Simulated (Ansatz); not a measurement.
**What each rung costs, and what it gives**

The pair of Li⁺ (SMILES [Li+], atom 1) and Si2NH7 (SMILES [SiH3]N[SiH3], atoms 2–11), both closed shells, in one local arrangement (a lower one may exist), relaxed at PBE0-D4/def2-TZVP:

Li1  (0.786, 0.338, -1.985)
Si2  (1.311, 0.461, 0.612)
N3  (-0.217, 0.561, -0.289)
Si4  (-1.410, -0.763, -0.115)
H5  (2.298, 0.184, -0.498)
H6  (1.313, -0.691, 1.536)
H7  (1.628, 1.762, 1.231)
H8  (-0.665, 1.467, -0.170)
H9  (-0.714, -1.937, -0.703)
H10  (-2.588, -0.380, -0.922)
H11  (-1.742, -1.003, 1.305)
(Å)

Interaction energies are counterpoise-corrected; the time is that of the whole pair.

Program: Ansatz 0.2.0. Basis: as named in each row. Cores are frozen in the correlated methods. The outer core shell of Li, Na, Mg and K is correlated. B3LYP uses VWN-RPA correlation. Extrapolation: Hartree–Fock as exp(−7.88 √X), correlation as X^−2.97.

Times are rough, for one single point on 4 threads of a shared host (Intel Xeon 6975P-C).

The estimate by CCSD(T) at an estimated basis limit (MP2 extrapolated from triple and quadruple zeta, plus CCSD(T) − MP2 in triple zeta) is -154.6 kJ/mol.

```json
{"method": "HF", "basis": "STO-3G", "time (s)": "under 1", "interaction energy (kJ/mol)": "-250.0", "method less estimate": "-95.4"}
{"method": "PBE-D4", "basis": "STO-3G", "time (s)": "under 1", "interaction energy (kJ/mol)": "-269.3", "method less estimate": "-114.7"}
{"method": "SPW92", "basis": "def2-SVP", "time (s)": "under 1", "interaction energy (kJ/mol)": "-171.0", "method less estimate": "-16.4"}
{"method": "B3LYP-D4", "basis": "6-31G", "time (s)": "under 1", "interaction energy (kJ/mol)": "-194.7", "method less estimate": "-40.1"}
{"method": "PBE-D4", "basis": "def2-SVP", "time (s)": "under 1", "interaction energy (kJ/mol)": "-162.0", "method less estimate": "-7.4"}
{"method": "PBE0-D4", "basis": "def2-SVP", "time (s)": "under 1", "interaction energy (kJ/mol)": "-162.9", "method less estimate": "-8.3"}
{"method": "CCSD(T)", "basis": "def2-SVP", "time (s)": "1", "interaction energy (kJ/mol)": "-144.5", "method less estimate": "10.0"}
{"method": "PBE-D4", "basis": "def2-TZVPPD", "time (s)": "1", "interaction energy (kJ/mol)": "-159.7", "method less estimate": "-5.2"}
{"method": "BLYP-D4", "basis": "def2-TZVPPD", "time (s)": "2", "interaction energy (kJ/mol)": "-158.5", "method less estimate": "-3.9"}
{"method": "revPBE-D4", "basis": "def2-TZVPPD", "time (s)": "2", "interaction energy (kJ/mol)": "-154.1", "method less estimate": "0.5"}
{"method": "wB97M-V", "basis": "def2-SVP", "time (s)": "2", "interaction energy (kJ/mol)": "-161.3", "method less estimate": "-6.7"}
{"method": "PBE0-D4", "basis": "def2-TZVPPD", "time (s)": "2", "interaction energy (kJ/mol)": "-162.5", "method less estimate": "-7.9"}
{"method": "B3LYP-D4", "basis": "def2-TZVPPD", "time (s)": "2", "interaction energy (kJ/mol)": "-162.3", "method less estimate": "-7.7"}
{"method": "HSE06-D4", "basis": "def2-TZVPPD", "time (s)": "2", "interaction energy (kJ/mol)": "-162.4", "method less estimate": "-7.8"}
{"method": "r2SCAN-D4", "basis": "def2-TZVPPD", "time (s)": "2", "interaction energy (kJ/mol)": "-150.5", "method less estimate": "4.0"}
{"method": "B97M-V", "basis": "def2-TZVPPD", "time (s)": "4", "interaction energy (kJ/mol)": "-147.0", "method less estimate": "7.6"}
{"method": "B2PLYP", "basis": "def2-TZVPPD", "time (s)": "4", "interaction energy (kJ/mol)": "-157.5", "method less estimate": "-2.9"}
{"method": "wB97X-V", "basis": "def2-TZVPPD", "time (s)": "5", "interaction energy (kJ/mol)": "-158.6", "method less estimate": "-4.1"}
{"method": "wB97M-V", "basis": "def2-TZVPPD", "time (s)": "6", "interaction energy (kJ/mol)": "-158.2", "method less estimate": "-3.6"}
{"method": "MP2", "basis": "def2-QZVPPD", "time (s)": "12", "interaction energy (kJ/mol)": "-152.7", "method less estimate": "1.9"}
{"method": "CCSD(T)", "basis": "def2-TZVPPD", "time (s)": "29", "interaction energy (kJ/mol)": "-149.9", "method less estimate": "4.7"}
```

T1 diagnostic: at most 0.012.
